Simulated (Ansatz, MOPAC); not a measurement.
System: H₄SiNO₂ (charge 0, doublet). SMILES: N[Si](O)O

Atoms: N1, Si2, O3, O4, H5, H6, H7, H8. Bonds: N1-Si2, N1-H5, N1-H6, Si2-O3, Si2-O4, O3-H7, O4-H8.

Bond lengths (Å) and angles (degrees) optimised at AM1 with MOPAC; HF/STO-3G with Ansatz (an electronic-structure program); PBE/6-31G* with Ansatz; MP2/6-31G* with Ansatz, each started from the B3LYP-D3(BJ)/def2-TZVP structure (Ansatz) of the last column. A row stands for all coordinates that are equal there. 6-31G* holds six Cartesian d functions. No wavenumbers were computed at HF/STO-3G, PBE/6-31G*, MP2/6-31G*, so these may be saddle points.

| coordinate | AM1 | HF/STO-3G | PBE/6-31G* | MP2/6-31G* | B3LYP-D3(BJ)/def2-TZVP |
|---|---|---|---|---|---|
| N1-Si2 | 1.673 | 1.738 | 1.733 | 1.708 | 1.706 |
| N1-H5 | 0.986 | 1.022 | 1.020 | 1.011 | 1.007 |
| Si2-O3 | 1.753 | 1.687 | 1.690 | 1.674 | 1.658 |
| O3-H7 | 0.947 to 0.951 | 0.986 | 0.977 | 0.970 | 0.961 |
| N1-Si2-O3 | 112.3 to 115.1 | 102.8 | 102.8 | 104.0 | 104.2 |
| O3-Si2-O4 | 99.0 | 109.2 | 116.9 | 117.7 | 115.9 |
| Si2-N1-H5 | 124.0 to 124.3 | 116.1 | 119.0 | 121.6 | 121.2 |
| Si2-O3-H7 | 113.3 to 118.3 | 108.7 | 111.6 | 113.9 | 116.5 |
| H5-N1-H6 | 111.2 | 107.4 | 111.8 | 113.6 | 112.9 |

A range marks coordinates that this level makes unequal.

Mean signed difference of all 7 bond lengths from B3LYP-D3(BJ)/def2-TZVP: AM1 0.013 Å, HF/STO-3G 0.025 Å, PBE/6-31G* 0.021 Å, MP2/6-31G* 0.009 Å.
